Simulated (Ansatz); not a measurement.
Computed with Ansatz on PBE0-D4/def2-TZVP structures; ΔE is electronic, products minus reactants. CBS: MP2 limit from def2 TZ/QZ plus the TZ coupled-cluster correction, frozen cores. Functionals use def2-TZVPP. B3LYP here is the variant with VWN-RPA as its local correlation; programs differ in this. def2 core potentials past Kr. For Sn outer-core shells are correlated without core-valence functions, which leaves a few kJ/mol of doubt a bond. Each species was taken in one conformer, which may not be the lowest.

`C[SiH2][SnH2][CH3]` + `CSC(N)F` → `[CH3][SnH2][SiH2]F` + `CSC(C)N`  (formal exchange of groups at the Si–C bond)

`C[SiH2][SnH2][CH3]`:

```xyz
14

C     0.916    2.091    0.141
Si    1.517    0.365   -0.295
Sn   -0.445   -1.203   -0.818
C    -1.790   -1.334    0.852
H     0.260    2.063    1.014
H     1.758    2.747    0.370
H     0.357    2.528   -0.689
H     2.292   -0.204    0.844
H     2.434    0.424   -1.469
H    -1.329   -0.629   -2.172
H     0.102   -2.781   -1.203
H    -1.263   -1.716    1.726
H    -2.193   -0.347    1.085
H    -2.615   -2.005    0.613
```

`CSC(N)F`:

```xyz
11

C    -1.476   -1.200    0.341
S    -0.689   -0.236   -0.955
C     0.542    0.638    0.024
N     1.382    1.330   -0.856
F     1.232   -0.278    0.839
H    -1.933   -0.553    1.091
H    -0.764   -1.876    0.811
H    -2.261   -1.782   -0.143
H     0.065    1.330    0.722
H     2.048    1.917   -0.375
H     1.855    0.710   -1.500
```

`[CH3][SnH2][SiH2]F`:

Z-matrix (Å, degrees):
```
C
Sn 1 2.144
H 1 1.090 2 109.7
H 1 1.090 2 109.8 3 -120.0
H 1 1.090 2 109.9 3 120.0
Si 2 2.570 1 110.8 3 178.9
H 2 1.713 1 109.4 3 -60.9
H 2 1.711 1 109.5 3 57.1
F 6 1.610 2 108.9 1 -57.7
H 6 1.487 2 112.8 1 -177.0
H 6 1.488 2 111.7 1 60.5
```

`CSC(C)N`:

```xyz
14

C     2.168   -0.087    0.458
S     0.591    0.293    1.226
C    -0.503    0.259   -0.256
C    -1.882    0.673    0.215
N    -0.568   -0.989   -0.963
H     2.182   -1.092    0.031
H     2.421    0.646   -0.311
H     2.925   -0.042    1.241
H    -0.105    1.012   -0.943
H    -2.280   -0.057    0.925
H    -1.853    1.645    0.709
H    -2.558    0.723   -0.639
H     0.329   -1.250   -1.349
H    -0.868   -1.734   -0.344
```

(1) Is it downhill or uphill in electronic energy at CCSD(T)/CBS, and by how much? (Best estimate.)

(2) What do these levels give: PBE-D4, PBE0-D4, ωB97X-V, ωB97M-V, PBE, r2SCAN, B3LYP, CCSD/def2-TZVPP, HF/def2-QZVPP, MP2/def2-QZVPP, SCS-MP2/def2-QZVPP, HF/CBS(def2)? (Estimate.)

Largest T1 diagnostic among the species: 0.012.

Results:

(1) The calculation gave: Downhill: ΔE = -140.9 kJ/mol.

(2) The calculation gave: PBE-D4 -119.5, PBE0-D4 -125.1, ωB97X-V -128.2, ωB97M-V -129.3, PBE -118.4, r2SCAN -126.8, B3LYP -129.8, CCSD/def2-TZVPP -138.9, HF/def2-QZVPP -144.4, MP2/def2-QZVPP -148.2, SCS-MP2/def2-QZVPP -147.8, HF/CBS(def2) -144.8 kJ/mol.

From PBE to PBE0 (25 % exact exchange), in def2-TZVPP and without D4, ΔE moves by −5.9 kJ/mol.
